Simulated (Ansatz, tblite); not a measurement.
Cost and result up the ladder for (OH)2Al-O-SiH3 (AlSiO3H5) (10 atoms). The state is a singlet with charge 0. Geometry: PBE0-D4/def2-SVP.

```xyz
10

Al   -0.219    0.089   -1.215
O     0.835   -0.222   -2.504
O    -1.802    0.593   -1.537
O     0.272   -0.090    0.391
Si    0.313   -0.131    2.034
H     1.744   -0.510   -2.409
H    -2.144    0.713   -2.424
H     1.598   -0.743    2.491
H     0.221    1.250    2.599
H    -0.817   -0.949    2.574
```

Ansatz on 2 threads of AMD EPYC 7R13 on a shared host; xTB runs through tblite on one thread. Times are rough, summed over both states, and most runs start from the orbitals of an earlier one. PBE0-D4/def2-TZVP serves as the yardstick here, not as an exact answer. The other state is a doublet.

The xTB rows come from tblite. HOMO above LUMO, or a gap near zero within one spin, warns that the state may not be the lowest or that an electron is smeared out.

Run but left out: PBE-D4/def2-TZVP (charge +1 doublet: an occupied level 0.08 eV above an empty one).

Raw xTB energies of ions are shifted by several eV.

```csv
level,functions,wall time,vertical IE (eV),difference from PBE0-D4/def2-TZVP (eV),remarks
GFN2-xTB,35,0.015 s,14.11,3.37,–
GFN1-xTB,40,0.018 s,14.88,4.13,–
PBE0-D4/def2-TZVP (with forces),197,20 s,10.75,0.00,–
r2SCAN-D4/def2-TZVP,197,23 s,10.30,-0.45,gap within one spin near zero (+1 doublet)
```
